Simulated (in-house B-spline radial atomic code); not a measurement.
How numerical settings move a run on Mg²⁺, [He] 2s2 2p6. Computed with a B-spline radial code for spherical atoms: non-relativistic HSE06, spin-polarised, spherical fractional occupations, point nucleus.

Command:
```bash
python run_scf.py task.json out
```
Settings of the sound reference run:
```
Z                12
electrons        10
configuration    [He] 2s2 2p6
hamiltonian      nr
method           hse06
spin_polarised   True
knot_spacing     0.22
spline_order     8
gauss_points     12
box_radius       22.22
max_iterations   70
damping          0.5
damped_steps     3
diis_vectors     10
tolerance        1e-08
start            Thomas-Fermi
```

Run time, properties included: 0.16 s on 1 thread of Intel(R) Xeon(R) 6975P-C (shared host).

It converges in 8 iterations to -199.147885 hartree, with 2p up at -70.3442 eV. The other runs change the listed settings, some to values that make no sense; their results aren't properties of the atom or ion. Radii are in bohr (the nuclear one in fm), a minus after a letter asks for a j subshell, and «unchanged» means within 1e-8 hartree. The run stops when the residual is below 10 × tolerance × max(1, Z/10), or a noise floor if that is larger, and the energy moves by less than 1e-8 × √|E| hartree; so very loose and very tight tolerances often act alike.

```tsv
changed settings	outcome
first_knot = 0.0833, max_iterations = 3, tolerance = 0.001	not converged after 3 iterations, last residual 4.5e-02, last energy +4.12e-02 hartree from the reference
knot_spacing = 0.75	converged in 8 iterations, energy +5.99e-02 hartree from the reference, 2p up level -5.6e-02 eV
spline_order = 3, first_knot = 0.25, max_iterations = 100, damping = 0, damped_steps = 30	converged in 28 iterations, energy +3.02e+01 hartree from the reference, 2p up level -2.8e+00 eV
tolerance = 1e-06	converged in 7 iterations, energy unchanged, 2p up level +2.8e-04 eV
tolerance = 1e-13	converged in 9 iterations, energy unchanged
knot_spacing = 0.3	converged in 8 iterations, energy +3.41e-06 hartree from the reference, 2p up level +8.5e-05 eV
knot_spacing = 2	converged in 8 iterations, energy +9.35e+00 hartree from the reference, 2p up level -4.7e+00 eV (the program warns: 2p up reaches the box edge; 1s up reaches the box edge)
knot_spacing = 1	converged in 8 iterations, energy +3.00e-01 hartree from the reference, 2p up level -2.7e-01 eV
damping = 0.95	converged in 9 iterations, energy unchanged, 2p up level +5.6e-06 eV
spline_order = 6, first_knot = 0.0833, max_iterations = 12, damping = 0	converged in 9 iterations, energy +4.34e-06 hartree from the reference, 2p up level +1.2e-04 eV
hamiltonian = dirac, method = hf, spin_polarised = False, nucleus = fermi, rms_radius = 3.057, mass_number = 24, atomic_mass = 23.98504, speed_of_light = 9.003265	stopped with error: Z/c is past the critical charge
knot_spacing = 0.4	converged in 8 iterations, energy +1.64e-05 hartree from the reference, 2p up level -2.2e-05 eV
first_knot = 0.000833, max_iterations = 75, damped_steps = 0, diis_vectors = 20	converged in 7 iterations, energy -2.65e-06 hartree from the reference, 2p up level +5.1e-05 eV
electrons = 11, configuration = [He] 2s2 2p6 3s-1, max_iterations = 60	stopped with error: j subshells need the Dirac Hamiltonian and l > 0
damping = 0.2	converged in 8 iterations, energy unchanged, 2p up level +1.4e-06 eV
```

(1) What happens with knot_spacing = 1.4?

(2) What happens with knot_spacing = 0.15?

(3) What happens with electrons = 11, configuration = [He] 2s2 2p7, max_iterations = 100?

(4) What happens with damping = 0?

Results:

(1) Converged in 8 iterations, energy +3.31e+00 hartree from the reference, 2p up level -1.7e+00 eV (the program warns: 2p up reaches the box edge; 1s up reaches the box edge).

(2) Converged in 8 iterations, energy -5.06e-06 hartree from the reference, 2p up level +5.6e-05 eV.

(3) Stopped with error: shell 2p holds at most 3 electrons (per spin).

(4) Converged in 9 iterations, energy unchanged, 2p up level +1.3e-06 eV.
